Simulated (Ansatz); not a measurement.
`CNBO`, one more setting.

```yaml
crystal:
  periodic: [false, false, false]
  atoms:
    - {symbol: C, position_ang: [-1.346310, 0.494357, -0.061240]}
    - {symbol: N, position_ang: [-0.041351, -0.098581, -0.552200]}
    - {symbol: B, position_ang: [0.908473, -0.270691, 0.447774]}
    - {symbol: O, position_ang: [2.114248, -0.985369, 0.092452]}
    - {symbol: H, position_ang: [-2.121773, -0.130403, -0.374458]}
    - {symbol: H, position_ang: [-1.437395, 0.728429, 0.689149]}
    - {symbol: H, position_ang: [-1.303078, 1.476075, -0.667970]}
    - {symbol: H, position_ang: [0.260897, -0.367278, -1.469271]}
    - {symbol: H, position_ang: [0.720078, -0.000008, 1.683208]}
    - {symbol: H, position_ang: [2.690714, -1.078543, 0.816969]}
basis:
  gaussian: {orbitals: def2-TZVPP}
total_charge: 1
magnetization: {spin_polarized: false, initial_magnetization: 1}
hamiltonian: {xc: {name: LC-wPBE}, pseudopotentials: {relativity: none}}
output: {forces: true}
```

```sh
$ ansatz run in.yaml --threads 2 --pin off --events-out ev --progress --plain --max-ram 4352MiB
```

Shortened log:

```
Functional definition: LC-wPBE
1009 factors; their error is unknown
346 factors; integrals over basis functions are off by at most 2.8e-5 eV
mean field evaluation 1: about -5325.6727 eV, gradient 7.7e1 eV
mean field evaluation 2: about -5320.0537 eV, gradient 8.9e1 eV
mean field evaluation 4: about -5335.8296 eV, gradient 5.6e0 eV
mean field evaluation 8: about -5336.0027 eV, gradient 2.0e-1 eV
mean field evaluation 16: about -5335.9846 eV, gradient 9.3e-3 eV
mean field -5335.98462597 eV, -196.0938181440 hartree, gradient 4.6e-5 eV, S^2 0.750000; 0 other end points of the search recorded, 0 dependent functions left out
reference -5335.98462597 eV, -196.0938181442 hartree; 16, 15 occupied and 192, 193 virtual orbitals, 1009 factors
Total energy: -5335.98462597 eV, -196.0938181442 hartree
Atom 0 at    -1.346310     0.494357    -0.061240 Å, force     5.031400    -5.433953   -27.348303 eV/Å
Atom 1 at    -0.041351    -0.098581    -0.552200 Å, force    -3.229515     1.354010     1.517087 eV/Å
Atom 2 at     0.908473    -0.270691     0.447774 Å, force     6.044998    -2.594139     4.293621 eV/Å
Atom 3 at     2.114248    -0.985369     0.092452 Å, force    -4.822800     2.452469    -1.160542 eV/Å
Atom 4 at    -2.121773    -0.130403    -0.374458 Å, force    -1.433716    -0.744650    -0.993760 eV/Å
Atom 5 at    -1.437395     0.728429     0.689149 Å, force    -1.367153     6.635333    25.069578 eV/Å
Atom 6 at    -1.303078     1.476075    -0.667970 Å, force    -0.739906    -1.290291     0.380771 eV/Å
Atom 7 at     0.260897    -0.367278    -1.469271 Å, force    -0.797111    -0.032897    -1.292690 eV/Å
Atom 8 at     0.720078    -0.000008     1.683208 Å, force     0.068052    -0.049211    -1.998345 eV/Å
Atom 9 at     2.690714    -1.078543     0.816969 Å, force     1.245753    -0.296671     1.532584 eV/Å
Dipole moment:    -0.456966     0.259793    -0.102357 e Å
```

Hardware: 2 threads of an AMD EPYC 9B45 on a shared host. Wall time 2.4 s, peak host memory 0.41 GiB.
